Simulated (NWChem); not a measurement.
System: TaCl₄ cation; SMILES [Cl][Ta+]([Cl])([Cl])[Cl]

Input file for NWChem:

```
start job
memory heap 200 mb stack 900 mb global 1100 mb
charge 1
geometry units angstroms
  Ta    -0.000003     0.000001     0.000002
  Cl     1.757167    -0.566572    -1.170098
  Cl     0.607110     0.464810     2.047715
  Cl    -0.937952     1.757944    -0.898692
  Cl    -1.426319    -1.656182     0.021076
end
basis spherical
  * library def2-svp
end
ecp
  Ta library def2-ecp
end
dft
  xc pbe0
  iterations 150
end
driver
  maxiter 120
end
task dft optimize
dft
  grid fine
  convergence energy 1d-8 density 1d-7
end
task dft freq numerical
```

This spin state was assumed; another may lie lower. def2 effective core potentials on Ta; no spin-orbit coupling.

The level has its own optimisation; frequencies are unscaled.

**Question.** What results follow from this input? (PBE0/def2-SVP with def2 effective core potentials on Ta.) Quantities: r Cl–Ta (Å); highest harmonic frequency (cm⁻¹); lowest (cm⁻¹); zero-point energy (kcal/mol).

**Answer.** 
| Property | Value |
|---|---|
| r Cl–Ta (Å) | 2.220 |
| highest harmonic frequency (cm⁻¹) | 466 |
| lowest (cm⁻¹) | 113 |
| zero-point energy (kcal/mol) | 3.5 |
